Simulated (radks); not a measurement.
Isoelectronic series with 34 electrons, all held in the configuration [Ar] 3d10 4s2 4p4, which need not be the ground one along the series. All-electron calculation, scalar-relativistic Kohn-Sham, PBE, spin-polarised, spherical densities, finite nucleus; open shells are filled with parallel spins first (spin-orbit coupling, left out, can overturn this in heavy ions); Fermi nuclear charge, rms radius of each element as measured or else 0.836 A^(1/3) + 0.57 fm. Program: a radial shooting solver on a logarithmic mesh with Libxc functionals. Total energies (hartree) and mean radii <r> (bohr):

[
 {"ion": "Se", "E (hartree)": "-2429.97348", "4p down": "2.344", "4p up": "2.277", "4s down": "1.795"},
 {"ion": "Rb3+", "E (hartree)": "-2978.56749", "4p down": "1.579", "4p up": "1.568", "4s down": "1.391"},
 {"ion": "Zr6+", "E (hartree)": "-3589.14883", "4p down": "1.250", "4p up": "1.246", "4s down": "1.149"},
 {"ion": "Tc9+", "E (hartree)": "-4262.20959", "4p down": "1.048", "4p up": "1.046", "4s down": "0.9841"},
 {"ion": "Pd12+", "E (hartree)": "-4998.48655", "4p down": "0.9073", "4p up": "0.9058", "4s down": "0.8629"},
 {"ion": "In15+", "E (hartree)": "-5798.87131", "4p down": "0.8018", "4p up": "0.8007", "4s down": "0.7692"},
 {"ion": "Te18+", "E (hartree)": "-6664.38219", "4p down": "0.7192", "4p up": "0.7185", "4s down": "0.6941"},
 {"ion": "Cs21+", "E (hartree)": "-7596.1785", "4p down": "0.6525", "4p up": "0.6519", "4s down": "0.6323"},
 {"ion": "Ce24+", "E (hartree)": "-8595.5387", "4p down": "0.5973", "4p up": "0.5969", "4s down": "0.5804"},
 {"ion": "Pm27+", "E (hartree)": "-9663.8851", "4p down": "0.5508", "4p up": "0.5504", "4s down": "0.5362"},
 {"ion": "Gd30+", "E (hartree)": "-10802.7623", "4p down": "0.5109", "4p up": "0.5106", "4s down": "0.4979"}
]
